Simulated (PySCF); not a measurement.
**Finite-field polarisability of Be (beryllium, neutral)**

[He] 2s2, closed-shell 1S. All numbers are calculated (PySCF 2.14, no relativity, point nucleus, in aug-cc-pVTZ with one added diffuse shell each of s, p, d, f type (6s5p4d3f, 62 functions)). Frozen: 1s2. Energy changes in a uniform field (μhartree):

| axis | F (au) | HF | MP2 | CCSD | CCSD(T) |
| --- | --- | --- | --- | --- | --- |
| x | 0.0021 | -100.328 | -93.904 | -83.706 | -83.706 |
| x | 0.0042 | -401.667 | -375.945 | -335.128 | -335.128 |

Question: Derive α along x at CCSD(T) from the two fields.

Answer: With ΔE = −αF²/2 − γF⁴/24, α = −(16 ΔE(F) − ΔE(2F))/(6F²) = 37.95 bohr³.

Question: And the mean polarisability at each level?

Answer: HF 45.49, MP2 42.57, CCSD 37.95, CCSD(T) 37.95 bohr³. Reference: 37.74 ± 0.03 bohr³ (recommended; Schwerdtfeger and Nagle, table of static dipole polarizabilities (2023 update)).

The same two fields give the second hyperpolarisability, to two digits from the fit; its basis error is larger: HF 36000, MP2 34000, CCSD 31000, CCSD(T) 31000 au.
